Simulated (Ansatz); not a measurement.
Input for Ansatz (a quantum-chemistry and plane-wave program): R-B3LYP-D3(BJ)/def2-TZVP on CH4OPb (SMILES C[O][PbH]). Elements past Kr take the def2 small-core potentials; no spin–orbit coupling.

Ansatz 0.2 input:
```yaml
crystal:
  periodic: [false, false, false]
  atoms:
    - {symbol: Pb, position_ang: [-0.64107540, -1.10942509, 1.96931724]}
    - {symbol: H, position_ang: [-2.09041184, -1.36549342, 0.79696707]}
    - {symbol: O, position_ang: [0.63720287, 0.03980430, 0.67705587]}
    - {symbol: C, position_ang: [0.52389050, 0.51389684, -0.59426226]}
    - {symbol: H, position_ang: [-0.04259172, 1.41789064, -0.61558504]}
    - {symbol: H, position_ang: [1.55450606, 0.69621571, -0.99345232]}
    - {symbol: H, position_ang: [0.00737555, -0.23059075, -1.31473470]}
basis:
  gaussian:
    orbitals: def2-TZVP
hamiltonian:
  xc: b3lyp
  dispersion: d3bj
relax: {f_tol: 0.003, max_steps: 120}
```

Output:

```
WARN ansatz: RAYON_NUM_THREADS=1 ignored (pool sized by the plan → 1); use --threads N
Functional definition: B3LYP
integrals: 0.05 GiB planned
937 factors; their error is unknown
mean field: 0.48 GiB planned
mean field evaluation 1: about -8391.0744 eV, gradient 6.6e1 eV
mean field evaluation 2: about -8267.7030 eV, gradient 2.1e2 eV
mean field evaluation 4: about -8399.8068 eV, gradient 1.9e1 eV
mean field evaluation 8: about -8400.3925 eV, gradient 1.1e-1 eV
mean field evaluation 16: about -8400.4218 eV, gradient 3.1e-3 eV
mean field -8400.42175142 eV, -308.7098053544 hartree, gradient 3.2e-5 eV, S^2 0.000000; 0 other end points of the search recorded, 0 dependent functions left out
the calculation of the forces begins
reference -8400.42201700 eV, -308.7098151142 hartree; 20, 20 occupied and 116, 116 virtual orbitals, 937 factors
relax step   1: F+E_penalty+E_count = -8400.62252715 eV  Δ(F+E_penalty+E_count) = +0.000e0 eV  max|allowed force component| = 2.063e0 eV/Å  Δτ_max = 0.0000 Å  (31 SCF iters, accepted)
these checks for a lower state are left out or cut short: starts, cluster_reference, orbital_swaps, neighbouring_geometries, increment
integrals: 0.05 GiB planned
937 factors; their error is unknown
mean field: 0.48 GiB planned
mean field -8400.54546234 eV, -308.7143516466 hartree, gradient 1.4e-5 eV, S^2 0.000000; 0 other end points of the search recorded, 0 dependent functions left out
the calculation of the forces begins
reference -8400.54572404 eV, -308.7143612640 hartree; 20, 20 occupied and 116, 116 virtual orbitals, 937 factors
relax step   2: F+E_penalty+E_count = -8400.75058170 eV  Δ(F+E_penalty+E_count) = -1.281e-1 eV  max|allowed force component| = 1.154e0 eV/Å  Δτ_max = 0.1950 Å  (33 SCF iters, accepted)
these checks for a lower state are left out or cut short: starts, cluster_reference, orbital_swaps, neighbouring_geometries, increment
integrals: 0.05 GiB planned
937 factors; their error is unknown
mean field: 0.48 GiB planned
mean field evaluation 32: about -8400.5713 eV, gradient 3.0e-3 eV
mean field -8400.57125733 eV, -308.7152995950 hartree, gradient 1.3e-5 eV, S^2 0.000000; 0 other end points of the search recorded, 0 dependent functions left out
the calculation of the forces begins
reference -8400.57151739 eV, -308.7153091523 hartree; 20, 20 occupied and 116, 116 virtual orbitals, 937 factors
relax step   3: F+E_penalty+E_count = -8400.77872274 eV  Δ(F+E_penalty+E_count) = -2.814e-2 eV  max|allowed force component| = 3.511e-1 eV/Å  Δτ_max = 0.0797 Å  (32 SCF iters, accepted)
these checks for a lower state are left out or cut short: starts, cluster_reference, orbital_swaps, neighbouring_geometries, increment
integrals: 0.05 GiB planned
937 factors; their error is unknown
mean field: 0.48 GiB planned
mean field -8400.58053498 eV, -308.7156405424 hartree, gradient 1.9e-5 eV, S^2 0.000000; 0 other end points of the search recorded, 0 dependent functions left out
the calculation of the forces begins
reference -8400.58079222 eV, -308.7156499959 hartree; 20, 20 occupied and 116, 116 virtual orbitals, 937 factors
relax step   4: F+E_penalty+E_count = -8400.79082468 eV  Δ(F+E_penalty+E_count) = -1.210e-2 eV  max|allowed force component| = 8.529e-2 eV/Å  Δτ_max = 0.1532 Å  (32 SCF iters, accepted)
these checks for a lower state are left out or cut short: starts, cluster_reference, orbital_swaps, neighbouring_geometries, increment
integrals: 0.05 GiB planned
937 factors; their error is unknown
mean field: 0.48 GiB planned
mean field -8400.59150505 eV, -308.7160436853 hartree, gradient 1.4e-5 eV, S^2 0.000000; 0 other end points of the search recorded, 0 dependent functions left out
the calculation of the forces begins
reference -8400.59176290 eV, -308.7160531610 hartree; 20, 20 occupied and 116, 116 virtual orbitals, 937 factors
relax step   5: F+E_penalty+E_count = -8400.80021265 eV  Δ(F+E_penalty+E_count) = -9.388e-3 eV  max|allowed force component| = 3.120e-2 eV/Å  Δτ_max = 0.1546 Å  (30 SCF iters, accepted)
these checks for a lower state are left out or cut short: starts, cluster_reference, orbital_swaps, neighbouring_geometries, increment
integrals: 0.05 GiB planned
937 factors; their error is unknown
mean field: 0.48 GiB planned
mean field -8400.56523562 eV, -308.7150783014 hartree, gradient 9.9e-6 eV, S^2 0.000000; 0 other end points of the search recorded, 0 dependent functions left out
the calculation of the forces begins
reference -8400.56549654 eV, -308.7150878901 hartree; 20, 20 occupied and 116, 116 virtual orbitals, 937 factors
relax step   6: F+E_penalty+E_count = -8400.77285324 eV  Δ(F+E_penalty+E_count) = +2.736e-2 eV  max|allowed force component| = 7.810e-1 eV/Å  Δτ_max = 0.1951 Å  (38 SCF iters, rejected (line search))
these checks for a lower state are left out or cut short: starts, cluster_reference, orbital_swaps, neighbouring_geometries, increment
integrals: 0.05 GiB planned
937 factors; their error is unknown
mean field: 0.48 GiB planned
mean field -8400.59332539 eV, -308.7161105813 hartree, gradient 1.9e-5 eV, S^2 0.000000; 0 other end points of the search recorded, 0 dependent functions left out
the calculation of the forces begins
reference -8400.59358296 eV, -308.7161200471 hartree; 20, 20 occupied and 116, 116 virtual orbitals, 937 factors
relax step   7: F+E_penalty+E_count = -8400.80266092 eV  Δ(F+E_penalty+E_count) = -2.448e-3 eV  max|allowed force component| = 4.195e-2 eV/Å  Δτ_max = 0.0976 Å  (31 SCF iters, accepted)
these checks for a lower state are left out or cut short: starts, cluster_reference, orbital_swaps, neighbouring_geometries, increment
integrals: 0.05 GiB planned
937 factors; their error is unknown
mean field: 0.48 GiB planned
mean field evaluation 64: about -8400.5483 eV, gradient 2.5e0 eV
mean field -8400.59518917 eV, -308.7161790740 hartree, gradient 1.0e-5 eV, S^2 0.000000; 0 other end points of the search recorded, 0 dependent functions left out
the calculation of the forces begins
reference -8400.59544749 eV, -308.7161885670 hartree; 20, 20 occupied and 116, 116 virtual orbitals, 937 factors
relax step   8: F+E_penalty+E_count = -8400.80401933 eV  Δ(F+E_penalty+E_count) = -1.358e-3 eV  max|allowed force component| = 1.036e-1 eV/Å  Δτ_max = 0.0493 Å  (32 SCF iters, accepted)
these checks for a lower state are left out or cut short: starts, cluster_reference, orbital_swaps, neighbouring_geometries, increment
integrals: 0.05 GiB planned
937 factors; their error is unknown
mean field: 0.48 GiB planned
mean field -8400.59619338 eV, -308.7162159782 hartree, gradient 9.5e-6 eV, S^2 0.000000; 0 other end points of the search recorded, 0 dependent functions left out
the calculation of the forces begins
reference -8400.59645184 eV, -308.7162254762 hartree; 20, 20 occupied and 116, 116 virtual orbitals, 937 factors
relax step   9: F+E_penalty+E_count = -8400.80485358 eV  Δ(F+E_penalty+E_count) = -8.343e-4 eV  max|allowed force component| = 4.917e-2 eV/Å  Δτ_max = 0.0219 Å  (32 SCF iters, accepted)
these checks for a lower state are left out or cut short: starts, cluster_reference, orbital_swaps, neighbouring_geometries, increment
integrals: 0.05 GiB planned
937 factors; their error is unknown
mean field: 0.48 GiB planned
mean field -8400.59649504 eV, -308.7162270639 hartree, gradient 9.4e-6 eV, S^2 0.000000; 0 other end points of the search recorded, 0 dependent functions left out
the calculation of the forces begins
reference -8400.59675343 eV, -308.7162365596 hartree; 20, 20 occupied and 116, 116 virtual orbitals, 937 factors
relax step  10: F+E_penalty+E_count = -8400.80530062 eV  Δ(F+E_penalty+E_count) = -4.470e-4 eV  max|allowed force component| = 4.084e-3 eV/Å  Δτ_max = 0.0226 Å  (32 SCF iters, accepted)
these checks for a lower state are left out or cut short: starts, cluster_reference, orbital_swaps, neighbouring_geometries, increment
integrals: 0.05 GiB planned
937 factors; their error is unknown
mean field: 0.48 GiB planned
mean field -8400.59655772 eV, -308.7162293674 hartree, gradient 9.5e-6 eV, S^2 0.000000; 0 other end points of the search recorded, 0 dependent functions left out
the calculation of the forces begins
reference -8400.59681622 eV, -308.7162388671 hartree; 20, 20 occupied and 116, 116 virtual orbitals, 937 factors
relax step  11: F+E_penalty+E_count = -8400.80538056 eV  Δ(F+E_penalty+E_count) = -7.994e-5 eV  max|allowed force component| = 2.202e-2 eV/Å  Δτ_max = 0.0279 Å  (32 SCF iters, accepted)
these checks for a lower state are left out or cut short: starts, cluster_reference, orbital_swaps, neighbouring_geometries, increment
integrals: 0.05 GiB planned
937 factors; their error is unknown
mean field: 0.48 GiB planned
mean field evaluation 96: about -8400.5965 eV, gradient 3.1e-3 eV
mean field -8400.59652129 eV, -308.7162280284 hartree, gradient 9.4e-6 eV, S^2 0.000000; 0 other end points of the search recorded, 0 dependent functions left out
the calculation of the forces begins
reference -8400.59678018 eV, -308.7162375425 hartree; 20, 20 occupied and 116, 116 virtual orbitals, 937 factors
relax step  12: F+E_penalty+E_count = -8400.80520668 eV  Δ(F+E_penalty+E_count) = +1.739e-4 eV  max|allowed force component| = 2.418e-2 eV/Å  Δτ_max = 0.0297 Å  (32 SCF iters, rejected (line search))
these checks for a lower state are left out or cut short: starts, cluster_reference, orbital_swaps, neighbouring_geometries, increment
integrals: 0.05 GiB planned
937 factors; their error is unknown
mean field: 0.48 GiB planned
mean field -8400.59664339 eV, -308.7162325158 hartree, gradient 9.3e-6 eV, S^2 0.000000; 0 other end points of the search recorded, 0 dependent functions left out
the calculation of the forces begins
reference -8400.59690195 eV, -308.7162420177 hartree; 20, 20 occupied and 116, 116 virtual orbitals, 937 factors
relax step  13: F+E_penalty+E_count = -8400.80544572 eV  Δ(F+E_penalty+E_count) = -6.517e-5 eV  max|allowed force component| = 1.428e-3 eV/Å  Δτ_max = 0.0065 Å  (34 SCF iters, accepted)
integrals: 0.05 GiB planned
937 factors; their error is unknown
mean field: 0.48 GiB planned
mean field evaluation 128: about -8400.5966 eV, gradient 3.2e-3 eV
mean field -8400.59664339 eV, -308.7162325158 hartree, gradient 9.3e-6 eV, S^2 0.000000; 1 other end points of the search recorded, 0 dependent functions left out
the calculation of the forces begins
reference -8400.59690195 eV, -308.7162420177 hartree; 20, 20 occupied and 116, 116 virtual orbitals, 937 factors
Total energy: -8400.80570428 eV, -308.7239153618 hartree
Atom 0 at    -0.635272    -1.071207     1.949854 Å, force     0.000001    -0.000159     0.000135 eV/Å
Atom 1 at    -1.683332    -1.565457     0.471566 Å, force     0.000358     0.000258    -0.000167 eV/Å
Atom 2 at     0.551750     0.243611     0.830075 Å, force    -0.000551    -0.000676    -0.000139 eV/Å
Atom 3 at     0.443030     0.523574    -0.546337 Å, force    -0.000855    -0.000472     0.001428 eV/Å
Atom 4 at     0.254717     1.593147    -0.696362 Å, force     0.000611     0.000567    -0.001269 eV/Å
Atom 5 at     1.383292     0.276749    -1.053229 Å, force     0.000055     0.000445    -0.000640 eV/Å
Atom 6 at    -0.365290    -0.038120    -1.030261 Å, force     0.000381     0.000038     0.000651 eV/Å
Dipole moment:    -0.169125    -0.211090     0.248075 e Å
```

Self-consistency was reached.

Cost: about 40 core-seconds (a rough figure).
